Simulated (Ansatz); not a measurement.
All numbers were calculated with Ansatz.

Basis-set series for `O[SiH2][SiH2]S`. Charge 0, multiplicity 1. All single points use the PBE0-D4/def2-TZVP geometry. It is one conformer, not always the lowest.

```xyz
10

O     1.410    0.739   -1.313
Si    0.546   -0.635   -1.017
Si   -0.336   -0.414    1.144
S    -0.947    1.655    1.263
H     1.078    1.528   -0.874
H     1.467   -1.787   -1.186
H    -0.588   -0.794   -1.973
H     0.699   -0.526    2.205
H    -1.465   -1.328    1.467
H    -1.863    1.560    0.284
```

```tsv
functional	basis	functions	energy (Eh)	HOMO (eV)	LUMO (eV)
PBE0-D4	def2-TZVPP	241	-1055.68454	-7.41	-0.76
PBE0-D4	def2-QZVPP	447	-1055.72109	-7.43	-0.88
ωB97M-V	def2-TZVPP	241	-1056.04267	-9.48	0.97
ωB97M-V	def2-QZVPP	447	-1056.07725	-9.50	0.70
```

Q: Give the rows for def2-SVP. (An estimate is asked.)

A: The calculation gave: 
```
functional     basis  functions  energy (Eh)  HOMO (eV)  LUMO (eV)
   PBE0-D4  def2-SVP         98  -1055.23836      -7.34      -0.43
   ωB97M-V  def2-SVP         98  -1055.59331      -9.37       1.47
```

Positive LUMOs are unbound and depend on the basis.
